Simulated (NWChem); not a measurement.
System: BeHF; SMILES [BeH][F]

```xyz
3

Be     0.0000     0.0000    -0.7768
H      0.0000     0.0000    -2.1150
F      0.0000     0.0000     0.6242
```
Atoms are numbered in this order, from 1.

Results from NWChem. Structure relaxed at the PBE-D3(BJ)/def2-SVP level. Vertical excitations in the gas phase.

**Question.** Predict the results for BHandHLYP/def2-SVP, TDA. Quantities: lowest excitation, singlet (eV); oscillator strength of that lowest state; orbital gap (eV).

**Answer.** 
```
Item                                      Result
----------------------------------------  ------
lowest excitation, singlet (eV)             8.81
oscillator strength of that lowest state   0.272
orbital gap (eV)                           11.74
```
